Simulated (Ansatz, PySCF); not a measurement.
Species: K₂ (charge 0, singlet). 
Geometry from a B3LYP-D3(BJ)/def2-TZVP (Ansatz, an electronic-structure program) optimisation:
```xyz
2

K      0.0000     0.0000    -1.9862
K      0.0000     0.0000     1.9862
```

Quantity: atomisation energy (electronic, to ground-state atoms), in eV. Valence correlation only, unless marked. Open shells are spin-unrestricted. No spin-orbit coupling. The frozen core is the preceding noble-gas configuration, with the filled d and f shells of earlier blocks. The outer core of K, Ca and their heavier congeners is not correlated, a term that matters for these elements. Non-relativistic. Basis-set limits of correlation are two-point, X^-3; Hartree-Fock from the larger set.

| level | program | atomisation energy (eV) |
|---|---|---|
| HF-D3(BJ)/def2-TZVPD | PySCF + dftd3 | -0.02 |
| revPBE/def2-TZVPD | Ansatz | 0.54 |
| PBE0/6-31G* | Ansatz | 0.51 |
| PBE0/def2-SVP | Ansatz | 0.52 |
| BHLYP/def2-TZVPD | Ansatz | 0.45 |
| MN15-D3(BJ)/def2-TZVPD | PySCF + dftd3 | 0.71 |
| SCS-MP2/def2-SVP | Ansatz | 0.32 |
| CCSD/def2-TZVPP | Ansatz | 0.50 |
| CCSD(T)/CBS(def2-TZVPPD,def2-QZVPPD) | Ansatz | 0.53 |

The Hartree-Fock reference is unstable (checked in the largest basis), which strains HF and MP2.
